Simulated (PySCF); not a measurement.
C3H4F2Si, SMILES [Si](F)(C#C)(C)F.

Coordinates come from a PBE0-D3(BJ)/def2-SVP optimisation.

Two levels are set side by side: PBE/def2-TZVP (PySCF) and r2SCAN/def2-TZVP (PySCF). Same geometry, gas phase. Differences are taken from unrounded values.

| quantity | r2SCAN | PBE | PBE minus r2SCAN |
|---|---|---|---|
| orbital gap (eV) | 6.49 | 5.99 | -0.50 |
| highest occupied level (eV) | -7.77 | -7.51 | 0.25 |
| lowest empty level (eV) | -1.28 | -1.53 | -0.25 |
| dipole moment (D) | 2.59 | 2.52 | -0.08 |
| mean polarisability (bohr³) | 54.0 | 55.6 | 1.7 |

Rough cost on one machine, each run with all the roots and properties that it gave: r2SCAN against PBE about 4 times.
